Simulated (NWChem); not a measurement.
System: CH5ClSSi; SMILES CS[SiH2]Cl

Input file for NWChem:

```
start job
memory heap 200 mb stack 900 mb global 1100 mb
geometry units angstroms noautosym nocenter noautoz
  Si     0.896166    -0.459205    -0.240880
  Cl    -0.312365    -2.074177     0.299037
  S      0.237580     1.409855     0.542024
  C     -1.340585     1.652989    -0.386941
  H      2.245931    -0.682124     0.321604
  H      0.898534    -0.443113    -1.723396
  H     -1.169456     1.635492    -1.465893
  H     -1.716245     2.637457    -0.100889
  H     -2.075480     0.894801    -0.109172
end
basis spherical
  * library 6-31g*
end
dft
  xc hfexch
  iterations 150
  mulliken
end
task dft energy
esp
  recalculate
  probe 0.07
  range 0.3
  factor 1.0
  spacing 0.02
end
task esp
```

NWChem printed, in part:

```
             Northwest Computational Chemistry Package (NWChem) 7.3.0
             --------------------------------------------------------

                             Geometry "geometry" -> ""
                             -------------------------

 Output coordinates in angstroms (scale by  1.889725989 to convert to a.u.)

  No.       Tag          Charge          X              Y              Z
 ---- ---------------- ---------- -------------- -------------- --------------
    1 Si                  14.0000     0.89616600    -0.45920500    -0.24088000
    2 Cl                  17.0000    -0.31236500    -2.07417700     0.29903700
    3 S                   16.0000     0.23758000     1.40985500     0.54202400
    4 C                    6.0000    -1.34058500     1.65298900    -0.38694100
    5 H                    1.0000     2.24593100    -0.68212400     0.32160400
    6 H                    1.0000     0.89853400    -0.44311300    -1.72339600
    7 H                    1.0000    -1.16945600     1.63549200    -1.46589300
    8 H                    1.0000    -1.71624500     2.63745700    -0.10088900
    9 H                    1.0000    -2.07548000     0.89480100    -0.10917200

 Effective nuclear repulsion energy (a.u.)     269.9824271323

  xc_inp: hfexch multiplicative factor not found.

                                 NWChem DFT Module
                                 -----------------

 Summary of "ao basis" -> "ao basis" (spherical)
 ------------------------------------------------------------------------------
       Tag                 Description            Shells   Functions and Types
 ---------------- ------------------------------  ------  ---------------------
 Si                          6-31g*                  8       18   4s3p1d
 Cl                          6-31g*                  8       18   4s3p1d
 S                           6-31g*                  8       18   4s3p1d
 C                           6-31g*                  6       14   3s2p1d
 H                           6-31g*                  2        2   2s

            General Information
            -------------------
          SCF calculation type: DFT
          Wavefunction type:  closed shell.
          No. of atoms     :     9
          No. of electrons :    58
           Alpha electrons :    29
            Beta electrons :    29
          Charge           :     0
          Spin multiplicity:     1
          Use of symmetry is: off; symmetry adaption is: off
          Maximum number of iterations: 150
          AO basis - number of functions:    78
                     number of shells:    40
          Convergence on energy requested:  1.00D-06
          Convergence on density requested:  1.00D-05
          Convergence on gradient requested:  5.00D-04

              XC Information
              --------------
                     Hartree-Fock (Exact) Exchange  1.000

      Superposition of Atomic Density Guess
      -------------------------------------

 Sum of atomic energies:       -1185.87498804

      Non-variational initial energy
      ------------------------------

 Total energy =   -1187.277158
 1-e energy   =   -2175.992318
 2-e energy   =     718.732733
 HOMO         =      -0.295875
 LUMO         =       0.042383

     ---------------------------------------------
      Total Density - Mulliken Population Analysis
     ---------------------------------------------

    Atom       Charge   Shell Charges
 -----------   ------   -------------------------------------------------------
    1 Si  14    13.24   2.00  2.00  5.97  0.95  1.48  0.29  0.40  0.16
    2 Cl  17    17.44   2.00  2.00  5.98  1.38  3.72  0.57  1.79  0.01
    3 S   16    16.30   2.00  2.00  5.98  1.32  3.07  0.52  1.38  0.03
    4 C    6     6.64   2.00  0.70  1.91  0.73  1.28  0.03
    5 H    1     1.04   0.47  0.57
    6 H    1     1.04   0.47  0.57
    7 H    1     0.76   0.47  0.30
    8 H    1     0.76   0.47  0.29
    9 H    1     0.76   0.47  0.30

   convergence    iter        energy       DeltaE   RMS-Dens  Diis-err
 ---------------- ----- ----------------- --------- --------- ---------
 d= 0,ls=0.0,diis     1  -1186.7070887645 -1.46D+03  7.68D-03  2.41D-01
 d= 0,ls=0.0,diis     2  -1186.7513071351 -4.42D-02  2.32D-03  3.21D-02
 d= 0,ls=0.0,diis     3  -1186.7567894677 -5.48D-03  9.01D-04  2.29D-03
 d= 0,ls=0.0,diis     4  -1186.7573933799 -6.04D-04  1.83D-04  5.28D-05
 d= 0,ls=0.0,diis     5  -1186.7574134800 -2.01D-05  5.77D-05  5.84D-06
  Resetting Diis
 d= 0,ls=0.0,diis     6  -1186.7574155967 -2.12D-06  2.11D-05  7.56D-07
 d= 0,ls=0.0,diis     7  -1186.7574158584 -2.62D-07  4.42D-06  4.42D-08

         Total DFT energy =    -1186.757415858404
      One electron energy =    -2178.142673101819
           Coulomb energy =      801.415506479838
    Exchange-Corr. energy =      -80.012676368702
 Nuclear repulsion energy =      269.982427132278

 Numeric. integr. density =        0.000000000000

                       DFT Final Molecular Orbital Analysis
                       ------------------------------------

 Vector   27  Occ=2.000000D+00  E=-4.527756D-01
              MO Center=  1.8D-01, -1.6D+00,  1.2D-01, r^2= 3.0D+00
   Bfn.  Coefficient  Atom+Function         Bfn.  Coefficient  Atom+Function
  ----- ------------  ---------------      ----- ------------  ---------------
    27      0.443493  2 Cl pz                25      0.399493  2 Cl px
    31      0.259682  2 Cl pz                29      0.236481  2 Cl px
    70     -0.233294  5 H  s                 72      0.172938  6 H  s
    23     -0.171408  2 Cl pz                21     -0.154524  2 Cl px
    69     -0.150649  5 H  s                 26     -0.145251  2 Cl py

 Vector   28  Occ=2.000000D+00  E=-4.288837D-01
              MO Center=  1.4D-01,  4.3D-01,  2.8D-01, r^2= 4.4D+00
   Bfn.  Coefficient  Atom+Function         Bfn.  Coefficient  Atom+Function
  ----- ------------  ---------------      ----- ------------  ---------------
    44      0.390178  3 S  py                45      0.311596  3 S  pz
    26      0.241690  2 Cl py                27      0.218455  2 Cl pz
    48      0.202959  3 S  py                 8     -0.189400  1 Si py
    49      0.166913  3 S  pz                72      0.157466  6 H  s
    42      0.149425  3 S  s                 40     -0.148528  3 S  py

 Vector   29  Occ=2.000000D+00  E=-3.730998D-01
              MO Center=  1.6D-01,  1.2D+00,  4.1D-01, r^2= 2.4D+00
   Bfn.  Coefficient  Atom+Function         Bfn.  Coefficient  Atom+Function
  ----- ------------  ---------------      ----- ------------  ---------------
    45      0.478493  3 S  pz                43     -0.324247  3 S  px
    49      0.310857  3 S  pz                44     -0.302861  3 S  py
    47     -0.207620  3 S  px                48     -0.195368  3 S  py
    41     -0.179593  3 S  pz                26     -0.145870  2 Cl py
    39      0.121678  3 S  px                78     -0.114794  9 H  s

 Vector   30  Occ=0.000000D+00  E= 1.219580D-01
              MO Center=  6.5D-01, -1.4D-01, -2.3D-01, r^2= 5.3D+00
   Bfn.  Coefficient  Atom+Function         Bfn.  Coefficient  Atom+Function
  ----- ------------  ---------------      ----- ------------  ---------------
    11      1.074841  1 Si px                28      0.871674  2 Cl s
    10     -0.681013  1 Si s                 12      0.594961  1 Si py
    30      0.526815  2 Cl py                48     -0.440764  3 S  py
    13     -0.429224  1 Si pz                60      0.416346  4 C  s
    70     -0.270419  5 H  s                 29      0.257436  2 Cl px

[...]

                     NWChem Electrostatic Potential Fit Module
                     -----------------------------------------

 Atom parameters

 Number of atoms is                                    9
 Number of basis functions is                         78

 Grid parameters

 Maximum number of grid points is                  40526
 Number of grid points is                          40525
 Grid range                                     0.300000 nm
 Grid spacing                                   0.020000 nm
 Probe radius                                   0.070000 nm
 Atom radius factor                             1.000000

 Atomic radii

    1    0.100000
    6    0.147000
   14    0.187000
   16    0.174000
   17    0.169000
 FASTESP  F
  using M.O. file = ./job.movecs

    Atom              Coordinates                           Charge

                                                  ESP

    1 Si    0.089617   -0.045921   -0.024088    0.790176
    2 Cl   -0.031237   -0.207418    0.029904   -0.323067
    3 S     0.023758    0.140986    0.054202   -0.405683
    4 C    -0.134059    0.165299   -0.038694    0.181151
    5 H     0.224593   -0.068212    0.032160   -0.127824
    6 H     0.089853   -0.044311   -0.172340   -0.148519
    7 H    -0.116946    0.163549   -0.146589   -0.012164
    8 H    -0.171625    0.263746   -0.010089    0.036329
    9 H    -0.207548    0.089480   -0.010917    0.009601
                                            ------------
                                               -0.000000

 Dipole moment                                  0.837143

 Quadrupole moment Qxx                          9.057532
                   Qyy                         -8.424271
                   Qzz                         -0.633261

 RMS deviation kJ/mol                           0.086466

 RRMS %                                        42.395558
```

Level: Hartree-Fock/6-31G* (spherical d). All runs use the structure optimised with B3LYP/6-31G* (spherical d).
